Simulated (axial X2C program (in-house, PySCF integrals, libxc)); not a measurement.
Photoelectron levels of LaAs by EOM-IP-CCSD

Computed with an axial X2C code built on PySCF integrals: two-component X2C with atomic mean-field Coulomb and Gaunt terms, Gaussian nuclei, basis La dyall-cv3z, As dyall-cv3z with contracted cores.

R = 2.639 Å (near the PBE0 minimum at charge 0 of the determinant lowest at the starting distance; the state shown can have its own minimum elsewhere).

Hartree–Fock spinors of LaAs (one of each Kramers pair; a window near the gap, which can cut inner shells):

```
  ω  occupied  ε (eV)                     character
3/2       yes  -27.32                      99% La p
1/2       yes  -27.31                      95% La p
1/2       yes  -16.57  67% As s, 11% La d, 10% La p
1/2       yes   -5.96   61% As p, 22% La d, 8% La s
1/2       yes   -5.71   54% As p, 32% La d, 5% La p
3/2       yes   -5.59   51% As p, 40% La d, 4% La p
1/2        no   -0.64   66% La s, 22% La p, 6% La d
1/2        no    0.28            84% La p, 14% La d
3/2        no    0.29            86% La p, 13% La d
1/2        no    0.68  53% La p, 30% La d, 11% La s
3/2        no    1.24                      98% La d
5/2        no    1.27                      98% La d
```

Vertical ionisation energies of LaAs to the states of LaAs⁺:

```
Ω of LaAs⁺  vertical IE (eV)  above lowest (cm⁻¹)                   ionised spinor  one-hole weight
       3/2             6.053                    0             51% As pπ, 40% La dπ             0.94
       1/2             6.111                  472  33% As pσ, 23% As pπ, 17% La dπ             0.94
       1/2             6.182                 1040  31% As pπ, 30% As pσ, 17% La dπ             0.93
```

**Question.** How far does the lowest EOM-IP-CCSD energy lie from the Koopmans value −ε of the highest filled spinor?

**Answer.** 6.053 eV against 5.59 eV, a shift of 0.46 eV: relaxation of the final state lowers the energy and the loss of correlation raises it.

**Question.** What is the splitting of the first π pair in the table, and is it regular or inverted?

**Answer.** E(3/2) − E(1/2) = 0 − 1040 = -1040 cm⁻¹ at EOM-IP-CCSD: inverted, Ω = 3/2 lower. Splittings at this level can be off by ten to twenty per cent.

This point took 15 s on 1 thread of Arm Neoverse V1 (shared host).

Reference electrons by ω block (each with its −ω partner): 1/2: 29, 3/2: 13, 5/2: 3. 16 electrons of LaAs correlated (inner shells frozen), 88 natural virtual spinors (a truncated set); levels can be off by some tenths of an eV. Roots sought by Ω: (1/2: 4, 3/2: 3, 5/2: 1); rows need 60 % one-particle weight and stop where some Ω has no more roots. Missing are any skipped roots, higher Ω and states of a further excitation; these come out far too high here and may in truth be low or lowest. T1 of the reference 0.030 (Lee–Taylor). Number of frozen shells: La 4 s, 3 p, 2 d; As 3 s, 2 p, 1 d. Large amplitudes in the reference (orbital relaxation or multireference character) lower the reliability.
